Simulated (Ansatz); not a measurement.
C2H7NOSi can be A, `NC1([SiH3])CO1`, or B, `OC1C[SiH2]N1`.

Program: Ansatz. Geometries: PBE0-D4/def2-TZVP. ΔE: electronic, gas phase. CBS: MP2 limit from def2 TZ/QZ plus the TZ coupled-cluster correction, frozen cores. Functionals use def2-TZVPP. B3LYP here is the variant with VWN-RPA as its local correlation; programs differ in this. Each species was taken in one conformer, which may not be the lowest.

Question: Which isomer does CCSD(T)/CBS put lower? Give the gap. (Best estimate.)

Answer: Ansatz gave: B, by 146.4 kJ/mol.

Question: Give E(B) − E(A) in kJ/mol with MP2/def2-TZVPP, r2SCAN-D4, B3LYP, B3LYP-D4, CCSD(T)/def2-TZVPP, ωB97M-V, LDA (SPW92). (Estimate.)

Answer: The calculation gave: MP2/def2-TZVPP -146.6, r2SCAN-D4 -135.5, B3LYP -134.3, B3LYP-D4 -135.6, CCSD(T)/def2-TZVPP -142.0, ωB97M-V -144.7, LDA (SPW92) -143.9. None reverses the order clearly.

Question: Does the order hold for the free energy at 298.15 K (harmonic terms from PBE0-D4)? (Best estimate.)

Answer: Ansatz gave: Yes: G(B) − G(A) = -137.6 kJ/mol, for one conformer each.

Largest T1 diagnostic: 0.012.

From BLYP to BHLYP (50 % exact exchange), in def2-TZVPP and without D4, E(B) − E(A) moves by −25.4 kJ/mol. Leaving LDA and LC-ωPBE aside and taking each functional with its dispersion term where it has one, the values, not all of them listed here, spread over 25.2 kJ/mol, from PBE-QIDH to BLYP-D4. LDA lies −16.6 kJ/mol from PBE without D4.
